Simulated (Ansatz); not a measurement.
The inner images of a band of CH7BN2Si (12 atoms, charge 0, multiplicity 1) are given out of order.

Method: RKS B3LYP/def2-SVP (Ansatz 0.2.0).

Initial state:

```xyz
12
Properties=species:S:1:pos:R:3
B -0.740 -2.087 1.166
N -0.013 -0.911 0.916
Si -0.057 0.077 -0.528
C 0.101 1.920 -0.578
N 1.310 1.065 -0.817
H -0.616 -2.655 2.224
H -1.480 -2.515 0.312
H 0.608 -0.574 1.651
H -0.805 -0.646 -1.577
H 0.156 2.571 0.307
H -0.323 2.450 -1.448
H 1.936 1.249 -1.595
```

Final state:

```xyz
12
Properties=species:S:1:pos:R:3
B -0.738 -2.089 1.165
N -0.016 -0.909 0.918
Si -0.058 0.078 -0.526
C 0.101 1.921 -0.578
N 1.310 1.064 -0.815
H -1.475 -2.520 0.309
H -0.613 -2.659 2.222
H 0.602 -0.570 1.654
H -0.809 -0.642 -1.577
H 0.158 2.574 0.305
H -0.323 2.449 -1.449
H 1.936 1.248 -1.593
```

Q: Put them in order from the first end to the last, with their energies above the first end.
A.
```xyz
12
Properties=species:S:1:pos:R:3
B -1.088 -1.847 1.327
N -0.343 -0.683 1.022
Si 0.276 -0.109 -0.509
C 0.307 1.689 -0.958
N 1.571 1.005 -0.524
H -0.808 -2.919 0.848
H -2.031 -1.761 2.076
H -0.484 0.091 1.670
H 0.043 -1.128 -1.555
H -0.022 2.513 -0.304
H 0.217 1.966 -2.023
H 2.439 1.128 -1.034
```
B.
```xyz
12
Properties=species:S:1:pos:R:3
B -0.905 -1.977 1.286
N -0.099 -0.867 0.957
Si -0.017 0.060 -0.528
C 0.081 1.893 -0.770
N 1.341 1.102 -0.607
H -0.471 -2.832 2.019
H -2.017 -2.089 0.831
H 0.740 -0.727 1.519
H -0.451 -0.782 -1.665
H -0.109 2.648 0.007
H -0.144 2.273 -1.782
H 2.128 1.242 -1.234
```
C.
```xyz
12
Properties=species:S:1:pos:R:3
B -1.033 -1.907 1.322
N -0.200 -0.781 1.004
Si 0.228 -0.074 -0.527
C 0.236 1.745 -0.924
N 1.516 1.042 -0.573
H -0.646 -3.038 1.150
H -2.141 -1.750 1.788
H -0.202 -0.061 1.727
H -0.100 -1.025 -1.612
H -0.052 2.560 -0.239
H 0.103 2.051 -1.977
H 2.367 1.184 -1.105
```
D.
```xyz
12
Properties=species:S:1:pos:R:3
B -0.839 -2.006 1.238
N 0.011 -0.937 0.906
Si -0.009 0.045 -0.543
C 0.066 1.893 -0.662
N 1.332 1.094 -0.710
H -0.619 -2.665 2.225
H -1.780 -2.259 0.523
H 0.777 -0.719 1.543
H -0.615 -0.724 -1.653
H -0.022 2.592 0.182
H -0.274 2.348 -1.609
H 2.047 1.283 -1.405
```
E.
```xyz
12
Properties=species:S:1:pos:R:3
B -0.999 -1.953 1.314
N -0.185 -0.800 0.955
Si 0.134 -0.011 -0.542
C 0.177 1.809 -0.899
N 1.454 1.070 -0.595
H -0.501 -3.053 1.435
H -2.192 -1.845 1.515
H 0.169 -0.286 1.765
H -0.218 -0.942 -1.642
H -0.079 2.604 -0.182
H 0.023 2.138 -1.941
H 2.293 1.214 -1.147
```
F.
```xyz
12
Properties=species:S:1:pos:R:3
B -1.155 -1.792 1.317
N -0.509 -0.581 1.010
Si 0.254 -0.108 -0.492
C 0.374 1.655 -1.035
N 1.573 0.981 -0.435
H -1.025 -2.746 0.588
H -1.848 -1.860 2.304
H -0.610 0.175 1.685
H 0.148 -1.217 -1.463
H -0.010 2.510 -0.457
H 0.397 1.875 -2.115
H 2.487 1.053 -0.872
```
G.
```xyz
12
Properties=species:S:1:pos:R:3
B -0.960 -1.958 1.307
N -0.213 -0.783 0.987
Si 0.028 0.042 -0.531
C 0.128 1.858 -0.850
N 1.388 1.086 -0.587
H -0.411 -2.966 1.695
H -2.161 -1.976 1.191
H 0.535 -0.547 1.637
H -0.314 -0.867 -1.651
H -0.106 2.633 -0.107
H -0.046 2.205 -1.883
H 2.208 1.216 -1.174
```

A: D (+0.6 kcal/mol), B (+4.6 kcal/mol), G (+16.1 kcal/mol), E (+27.8 kcal/mol), C (+18.0 kcal/mol), A (+6.3 kcal/mol), F (+0.9 kcal/mol).

The run took 3.1 min on 2 threads of AMD EPYC 7R13 Processor (Zen 3) (shared host), peak memory 0.26 GiB.
